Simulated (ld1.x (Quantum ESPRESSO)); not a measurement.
# Scattering properties, PAW potential for carbon

ld1.x (Quantum ESPRESSO) 7.5 input, shortened:

```
&input
   title='C', zed=6., rel=1, dft='PZ', iswitch=3,
   config='[He] 2s2 2p2'
 /
 &inputp
   pseudotype=3, lpaw=.true., tm=.true., lloc=-1, rcloc=1.80,
   nlcc=.true., new_core_ps=.true., rcore=0.70,
   which_augfun='BESSEL', rmatch_augfun=1.10
 /
4
2S  1  0   2.00   0.00  1.35  1.50  0.0
2S  1  0   0.00   1.35  1.35  1.50  0.0
2P  2  1   2.00   0.00  1.80  2.35  0.0
2P  2  1   0.00   1.50  1.80  2.35  0.0
 &test
   configts(1)='2s2 2p2'
 /
```

The phase is arctan(r·u′/u) with u = r·R(r), unwrapped; energies in Ry, scanned from -3 to 5 Ry. A pole is an energy at which the radial function vanishes at the test radius. The pseudo phase is shifted by a multiple of π to meet the all-electron one at the reference energy, and phase errors are pseudo minus all-electron; the curves can meet again beyond the range given. Levels narrower than the energy grid can be missing from the lists of poles.

**Question.** For each channel, where are the poles, and over which energies does the pseudopotential scatter like the atom?

**Answer.**

| channel | radius (bohr) | reference energy (Ry) | poles, all-electron | poles, pseudo | unbroken range about the reference energy with phases within 0.05 rad | phase error 1 Ry above the reference energy (rad) |
| --- | --- | --- | --- | --- | --- | --- |
| s | 2.56 | -1.00 | -0.62 | -0.62 | the whole range | +0.000 |
| p | 2.56 | -0.40 | 0.03, 4.82 | 0.03, 4.41 | below 4.9 | -0.001 |

Phases in the p channel:

| E (Ry) | all-electron | pseudo |
| --- | --- | --- |
| -3.00 | 1.332 | 1.330 |
| -2.52 | 1.306 | 1.304 |
| -2.04 | 1.267 | 1.265 |
| -1.56 | 1.202 | 1.200 |
| -1.08 | 1.050 | 1.047 |
| -0.60 | 0.182 | 0.179 |
| -0.12 | -1.455 | -1.456 |
| 0.36 | -1.716 | -1.717 |
| 0.84 | -1.868 | -1.869 |
| 1.32 | -2.077 | -2.078 |
| 1.80 | -2.590 | -2.593 |
| 2.28 | -3.711 | -3.739 |
| 2.76 | -4.283 | -4.310 |
| 3.24 | -4.487 | -4.514 |
| 3.72 | -4.589 | -4.618 |
| 4.20 | -4.653 | -4.688 |
| 4.68 | -4.700 | -4.744 |
